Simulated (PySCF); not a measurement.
C5H7Cl, SMILES CC(C)=C=CCl.

The structure is a stationary point at PBE-D3(BJ)/def2-SVP.

These are PBE-D3(BJ)/def2-SVP (PySCF) values and carry that method's errors.

Frequencies are harmonic and unscaled.

Task: List the normal modes with their intensities. (An estimate is asked for; the answer gives what the named calculation found.)

Result: 
```json
[
 {"mode": "1", "ν (cm⁻¹)": "106", "IR (km/mol)": "1.3", "moving atoms (share of kinetic energy)": "C 50 %, Cl 29 %, H 21 %"},
 {"mode": "2", "ν (cm⁻¹)": "108", "IR (km/mol)": "0.2", "moving atoms (share of kinetic energy)": "C 64 %, H 21 %, Cl 15 %"},
 {"mode": "3", "ν (cm⁻¹)": "150", "IR (km/mol)": "0.0", "moving atoms (share of kinetic energy)": "H 98 %"},
 {"mode": "4", "ν (cm⁻¹)": "186", "IR (km/mol)": "0.5", "moving atoms (share of kinetic energy)": "H 86 %, C 10 %"},
 {"mode": "5", "ν (cm⁻¹)": "248", "IR (km/mol)": "0.4", "moving atoms (share of kinetic energy)": "C 68 %, H 26 %"},
 {"mode": "6", "ν (cm⁻¹)": "316", "IR (km/mol)": "1.5", "moving atoms (share of kinetic energy)": "C 56 %, H 33 %, Cl 11 %"},
 {"mode": "7", "ν (cm⁻¹)": "388", "IR (km/mol)": "3.1", "moving atoms (share of kinetic energy)": "C 61 %, H 31 %"},
 {"mode": "8", "ν (cm⁻¹)": "503", "IR (km/mol)": "9.3", "moving atoms (share of kinetic energy)": "C 70 %, Cl 15 %, H 15 %"},
 {"mode": "9", "ν (cm⁻¹)": "563", "IR (km/mol)": "9.4", "moving atoms (share of kinetic energy)": "C 84 %, H 16 %"},
 {"mode": "10", "ν (cm⁻¹)": "713", "IR (km/mol)": "35.0", "moving atoms (share of kinetic energy)": "C 81 %, H 10 %, Cl 9 %"},
 {"mode": "11", "ν (cm⁻¹)": "739", "IR (km/mol)": "22.4", "moving atoms (share of kinetic energy)": "H 73 %, C 27 %"},
 {"mode": "12", "ν (cm⁻¹)": "779", "IR (km/mol)": "62.9", "moving atoms (share of kinetic energy)": "C 76 %, H 16 %, Cl 8 %"},
 {"mode": "13", "ν (cm⁻¹)": "923", "IR (km/mol)": "0.1", "moving atoms (share of kinetic energy)": "H 71 %, C 29 %"},
 {"mode": "14", "ν (cm⁻¹)": "931", "IR (km/mol)": "1.3", "moving atoms (share of kinetic energy)": "H 79 %, C 21 %"},
 {"mode": "15", "ν (cm⁻¹)": "994", "IR (km/mol)": "26.1", "moving atoms (share of kinetic energy)": "H 64 %, C 36 %"},
 {"mode": "16", "ν (cm⁻¹)": "1037", "IR (km/mol)": "1.4", "moving atoms (share of kinetic energy)": "H 57 %, C 43 %"},
 {"mode": "17", "ν (cm⁻¹)": "1167", "IR (km/mol)": "33.5", "moving atoms (share of kinetic energy)": "H 87 %, C 13 %"},
 {"mode": "18", "ν (cm⁻¹)": "1194", "IR (km/mol)": "7.4", "moving atoms (share of kinetic energy)": "C 77 %, H 23 %"},
 {"mode": "19", "ν (cm⁻¹)": "1325", "IR (km/mol)": "6.0", "moving atoms (share of kinetic energy)": "H 72 %, C 28 %"},
 {"mode": "20", "ν (cm⁻¹)": "1336", "IR (km/mol)": "0.1", "moving atoms (share of kinetic energy)": "H 80 %, C 20 %"},
 {"mode": "21", "ν (cm⁻¹)": "1347", "IR (km/mol)": "5.3", "moving atoms (share of kinetic energy)": "C 60 %, H 40 %"},
 {"mode": "22", "ν (cm⁻¹)": "1391", "IR (km/mol)": "0.0", "moving atoms (share of kinetic energy)": "H 96 %"},
 {"mode": "23", "ν (cm⁻¹)": "1393", "IR (km/mol)": "7.6", "moving atoms (share of kinetic energy)": "H 96 %"},
 {"mode": "24", "ν (cm⁻¹)": "1409", "IR (km/mol)": "18.3", "moving atoms (share of kinetic energy)": "H 97 %"},
 {"mode": "25", "ν (cm⁻¹)": "1437", "IR (km/mol)": "7.5", "moving atoms (share of kinetic energy)": "H 68 %, C 32 %"},
 {"mode": "26", "ν (cm⁻¹)": "2011", "IR (km/mol)": "37.2", "moving atoms (share of kinetic energy)": "C 99 %"},
 {"mode": "27", "ν (cm⁻¹)": "2957", "IR (km/mol)": "10.2", "moving atoms (share of kinetic energy)": "H 97 %"},
 {"mode": "28", "ν (cm⁻¹)": "2960", "IR (km/mol)": "40.5", "moving atoms (share of kinetic energy)": "H 97 %"},
 {"mode": "29", "ν (cm⁻¹)": "3029", "IR (km/mol)": "0.0", "moving atoms (share of kinetic energy)": "H 91 %, C 9 %"},
 {"mode": "30", "ν (cm⁻¹)": "3030", "IR (km/mol)": "20.6", "moving atoms (share of kinetic energy)": "H 91 %, C 9 %"},
 {"mode": "31", "ν (cm⁻¹)": "3092", "IR (km/mol)": "7.9", "moving atoms (share of kinetic energy)": "H 91 %, C 9 %"},
 {"mode": "32", "ν (cm⁻¹)": "3092", "IR (km/mol)": "7.1", "moving atoms (share of kinetic energy)": "H 91 %, C 9 %"},
 {"mode": "33", "ν (cm⁻¹)": "3113", "IR (km/mol)": "2.6", "moving atoms (share of kinetic energy)": "H 91 %, C 9 %"}
]
```
